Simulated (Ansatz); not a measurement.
**From Si(NH2)F3 to Si(NH2)Cl3: predicting a member**

On one Si centre that keeps NH2, n of the F ligands are replaced by Cl. The dipole moment y in D at wB97M-V/def2-TZVPP. Shapes: PBE0-D4/def2-TZVP. Flexible molecules stand in one conformer, not always the lowest. Programs: Ansatz 0.2.0.

| molecule | n | y (D) |
| --- | --- | --- |
| Si(NH2)F3 | 0 | 2.82 |
| Si(NH2)ClF2 | 1 | 2.74 |
| Si(NH2)Cl2F | 2 | ? |
| Si(NH2)Cl3 | 3 | 2.40 |

Question: Fit y = c + s·n to the known rows and predict Si(NH2)Cl2F.

Answer: 
1. Means of the 3 rows: n = 1.33333, y = 2.653.
2. Σ(Δn)² = 4.6667, Σ(Δn·Δy) = -0.67333, so the slope is -0.67333/4.6667 = -0.14428.
3. Intercept: 2.653 − (-0.14428) × 1.33333 = 2.845. The largest residual of the fit is 0.039.
4. Si(NH2)Cl2F: 2.845 + (-0.14428) × 2 = 2.56 D.

The run gave 2.58 D, so the prediction is off by -0.02 D, within the largest residual. The step per swap drifts from -0.08 to -0.18 D. Other levels give for Si(NH2)Cl2F: r2SCAN-D4/def2-TZVPP 2.60; B3LYP-D4/def2-TZVPP 2.58 D.
